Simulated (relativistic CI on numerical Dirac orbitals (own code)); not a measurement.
**Al²⁺: sensitivity of the levels to the model**

Base calculation: Dirac-Coulomb-Breit CI, separate exchange-only KLI orbitals for each configuration, model QED, valence Slater integrals scaled by 0.85, P86 correlation energy added to each configuration.

Configuration list (outside the closed core [Ne]): 3s, 3p, 3d, 4s, 4p, 4d, 4f, 5s, 5p, 5d, 5g, 5f, 6s, 6p, 6d, 7s, 7p. Levels of other configurations are missing.

Variants: (1) valence Slater integrals scaled by 0.75; (2) QED terms removed; (3) configuration mixing switched off. Shifts of the energy above 3s 2S_1/2, in cm⁻¹, for the lowest level and the first level of each name with at least 55 % of one term (blank where a level changes its place among those of its configuration and J or its character, or is not in the variant):

```
     Level      Base  Δ(1)   Δ(2)  Δ(3)  Measured
 3s 2S_1/2       0.0   0.0    0.0   0.0       0.0
3p 2P°_1/2   52987.5   0.0  +18.6  -0.3   53682.9
3p 2P°_3/2   53208.3   0.0  +17.9  -0.3   53916.6
 3d 2D_5/2  114450.0   0.0  +16.8  +0.2  115956.2
 3d 2D_3/2  114455.1   0.0  +16.9  +0.3  115958.5
 4s 2S_1/2  124958.8   0.0  +11.1  -0.5  126164.1
4p 2P°_1/2  142568.7   0.0  +17.4  -0.5  143633.4
4p 2P°_3/2  142642.9   0.0  +17.2  -0.5  143713.5
 4d 2D_5/2  164754.4   0.0  +16.8  -0.7  165786.3
 4d 2D_3/2  164757.7   0.0  +16.8  -0.7  165787.5
4f 2F°_5/2  168125.0   0.0  +16.8  -0.6  167612.8
4f 2F°_7/2  168125.5   0.0  +16.7  -0.6  167613.4
 5s 2S_1/2  169294.5   0.0  +14.2  -0.9  170637.4
5p 2P°_1/2  177284.0   0.0  +17.1  -0.7  178433.4
5p 2P°_3/2  177317.0   0.0  +17.0  -0.7  178470.3
 5d 2D_5/2  187936.2   0.0  +16.8  -1.0  188877.6
 5d 2D_3/2  187938.4   0.0  +16.8  -1.0  188878.2
5f 2F°_5/2  190348.2   0.0  +16.8  -0.6  189876.1
5f 2F°_7/2  190348.5   0.0  +16.7  -0.6  189876.4
 5g 2G_7/2  190349.7   0.0  +16.8  -0.6          
 5g 2G_9/2  190349.9   0.0  +16.8  -0.6          
 6s 2S_1/2  190355.5   0.0  +15.4  -0.9  191484.2
```

Correlation outside the listed configurations is missing or only estimated: errors of thousands of cm⁻¹ between configurations and terms are usual at this charge. Rates and lifetimes follow the computed energies and can be off by large factors. The fine structure of a lone outer electron comes out too small, for d and f at times inverted, and misplaced configurations move strength between like terms. 26 of the 26 excited levels that our extract of the measured tables holds in this range could be paired (the sources list more); they are missed by 933 cm⁻¹ on average and 1506 at most, and levels without a partner can miss by more.

Measured levels: NIST levels in Kelleher and Podobedova, J. Phys. Chem. Ref. Data 37, 709 (2008).

Ionisation energy from the two ground configurations alone: base 28.5 eV. The NIST ASD value (measured) is 28.4476 eV.
